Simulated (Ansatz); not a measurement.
VF2, SMILES [F][V][F] (connectivity only; charge and spin as stated), neutral, multiplicity 4.

Coordinates come from a B3LYP-D3(BJ)/def2-TZVP optimisation. The spin state was assumed, not searched.

Two levels are set side by side: PBE/def2-TZVPD (Ansatz, a quantum-chemistry and plane-wave program) and PBE0/def2-TZVPD (Ansatz). Energy differences of separate SCF runs at the same geometry; the states with an electron removed or added have multiplicity 3 and 3. Differences are taken from unrounded values.

```csv
quantity,PBE0
vertical ionisation energy (eV),9.21
vertical electron affinity (eV),0.60
```

What does PBE give, and how far is it from PBE0? (An estimate is asked for; the answer gives what the named calculation found.)


```tsv
quantity	PBE	PBE minus PBE0
vertical ionisation energy (eV)	8.87	-0.34
vertical electron affinity (eV)	0.78	0.17
```
